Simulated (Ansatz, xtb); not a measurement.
**C3H7BrOSi: which of two isomers lies lower**

We compare X, `[SiH3]C1(Br)COC1`, a singlet, with Y, `[SiH3][C@@H]1OC[C@H]1Br`, a singlet. Both are isolated molecules in the gas phase, relaxed with B3LYP/def2-SVP.

X (Å):

| atom | x (Å) | y (Å) | z (Å) |
| --- | --- | --- | --- |
| C | 0.1309 | -0.1211 | 0.7233 |
| C | -1.1128 | 0.1223 | -0.1644 |
| C | 0.9019 | 0.0583 | -0.6061 |
| Br | 0.4764 | 1.2558 | 2.0999 |
| O | -0.3204 | -0.0032 | -1.3520 |
| Si | 0.2596 | -1.8307 | 1.5589 |
| H | -0.7614 | -1.9392 | 2.6363 |
| H | 1.6286 | -2.0151 | 2.1128 |
| H | -0.0023 | -2.8640 | 0.5129 |
| H | -1.5503 | 1.1302 | -0.0451 |
| H | -1.9213 | -0.6292 | -0.1145 |
| H | 1.4094 | 1.0361 | -0.6939 |
| H | 1.6100 | -0.7415 | -0.8887 |

Y (Å):

```xyz
13

C    -0.2914   -0.3327    0.9234
C    -0.7385   -0.2238   -1.1066
C     0.4390    0.3090   -0.2774
Br    0.7324    2.2421   -0.2428
O    -1.2336   -0.9694    0.0170
Si    0.6241   -1.6199    1.9984
H    -0.3671   -2.3788    2.8101
H     1.5872   -0.9247    2.9028
H     1.3675   -2.5526    1.1033
H    -0.7941    0.4281    1.5503
H    -1.4456    0.5575   -1.4376
H    -0.4763   -0.8676   -1.9637
H     1.4127   -0.1297   -0.5281
```

Quicker runs give these differences E(Y) − E(X): GFN2-xTB −0.001 eV; HF/STO-3G −0.063 eV (at GFN2-xTB geometries); r2SCAN-D4/def2-SVP +0.081 eV (at GFN2-xTB geometries).

Q: Estimate E(Y) − E(X) at the level CCSD(T)/def2-SVP + ΔMP2/def2-TZVPP.

A: Calculated at CCSD(T)/def2-SVP + ΔMP2/def2-TZVPP: E(Y) − E(X) = +0.098 eV, so structure X lies lower.

Level by level:

```
                             level        geometry  E(Y) − E(X) (eV)  departure from the last row (eV)  job, with rough time for the two
                          GFN2-xTB        GFN2-xTB              −0.001                            −0.098              optimisation, 0.16 s
                         HF/STO-3G        GFN2-xTB              −0.063                            −0.161               single point, 0.5 s
                r2SCAN-D4/def2-SVP        GFN2-xTB              +0.081                            −0.017               single point, 3.3 s
                    B3LYP/def2-SVP  B3LYP/def2-SVP              +0.020                            −0.078                optimisation, 57 s
                       HF/def2-SVP  B3LYP/def2-SVP              +0.062                            −0.035           part of the CCSD(T) run
                      MP2/def2-SVP  B3LYP/def2-SVP              +0.118                            +0.020           part of the CCSD(T) run
                  CCSD(T)/def2-SVP  B3LYP/def2-SVP              +0.099                            +0.002                      single point
CCSD(T)/def2-SVP + ΔMP2/def2-TZVPP  B3LYP/def2-SVP              +0.098                                                  single point, 48 s
```

As drawn, both hold the same kinds of bond in the same numbers.

HF/STO-3G puts the two in the other order. GFN2-xTB, B3LYP/def2-SVP find them nearly level. The largest departure from CCSD(T)/def2-SVP + ΔMP2/def2-TZVPP is that of HF/STO-3G, 0.161 eV. The last row adds to CCSD(T) the change of the MP2 difference between the two basis sets, here −0.002 eV.

With thermal terms from frequencies at re-optimised GFN2-xTB minima (ideal gas, soft modes damped towards free rotors, one conformer each, 298.15 K, 1 atm): the zero-point term adds −0.004 eV; ΔH is +0.095 and ΔG +0.078 eV.

The correlated steps freeze 18 core orbitals; the filled d shell of Br is correlated, in a basis made for valence electrons. Mirror images aren't counted in ΔG. Codes used: Ansatz 0.2.0, xtb 6.7.1; the last row on 2 threads of Intel(R) Xeon(R) 6975P-C (Granite Rapids) on a shared host.
